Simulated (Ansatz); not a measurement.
Reaction (ligand exchange at a Ge–O bond): `C[O][Ge]([OH])([F])[Cl]` + H₂S → `C[O][Ge]([F])([SH])[Cl]` + H₂O

Calculated with Ansatz (gas phase, PBE0-D4/def2-TZVP geometries, no zero-point term in ΔE). CBS: MP2 limit from def2 TZ/QZ plus the TZ coupled-cluster correction, frozen cores. This one scheme is used for every species. DFT in def2-TZVPP. For Ge outer-core shells are correlated without core-valence functions, which leaves a few kJ/mol of doubt a bond. Scalar relativity is left out up to krypton. One conformer a species, not always the lowest.

```csv
level,ΔE (kJ/mol)
ωB97X-V,-6.6
ωB97M-V,-9.8
```

Question: What does CCSD(T)/CBS give? (Estimate.)

Answer: Ansatz gave: -12.6 kJ/mol. The listed levels differ from it by 6.0, 2.8 kJ/mol.

Largest T1 diagnostic among the species: 0.012.

In def2-TZVPP, CCSD(T) changes the Hartree–Fock value by −12.6 kJ/mol (the triples alone add −2.6 kJ/mol) and MP2 by −17.1 kJ/mol. The D4 term adds −5.6 kJ/mol with B3LYP and −3.1 kJ/mol with PBE0; it sums over pairs of atoms, weighted by their polarisabilities, and B3LYP, whose exchange is more repulsive, gets the larger term.

B3LYP here is the variant with VWN-RPA as its local correlation; programs differ in this.
